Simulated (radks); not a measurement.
Task: Species: neutral mercury. Configuration: [Xe] 4f14 5d10 6s1 5f1 (not the ground configuration). Method: Dirac Kohn-Sham, PBE, spin-unpolarised, spherical densities, finite nucleus; open shells are shared between the two j in proportion to 2j + 1; Fermi nuclear charge, rms radius 5.4648 fm; computed with a radial shooting solver on a logarithmic mesh with Libxc functionals.

Spin-orbit splittings of the eigenvalues, e(l+1/2) - e(l-1/2), with zeta = 2 splitting/(2l+1) and mean radii in bohr:

| shell | occ. | splitting (eV) | zeta (eV) | <r> j=l-1/2 | <r> j=l+1/2 |
|---|---|---|---|---|---|
| 2p | 6 | 1948 | 1298 | 0.05692 | 0.06560 |
| 3p | 6 | 431.4 | 287.6 | 0.1704 | 0.1863 |
| 3d | 10 | 92.44 | 36.98 | 0.1621 | 0.1670 |
| 4p | 6 | 104.2 | 69.44 | 0.4011 | 0.4353 |
| 4d | 10 | 19.42 | 7.768 | 0.4425 | 0.4536 |
| 4f | 14 | ? | ? | 0.4793 | 0.4860 |
| 5p | 6 | 18.24 | 12.16 | 0.9725 | 1.069 |
| 5d | 10 | 1.873 | 0.7493 | 1.436 | 1.497 |
| 5f | 1 | 3.076e-06 | 8.788e-07 | 17.36 | 17.36 |

Estimate the 4f splitting.

Result: 4.193 eV (zeta = 1.198 eV).
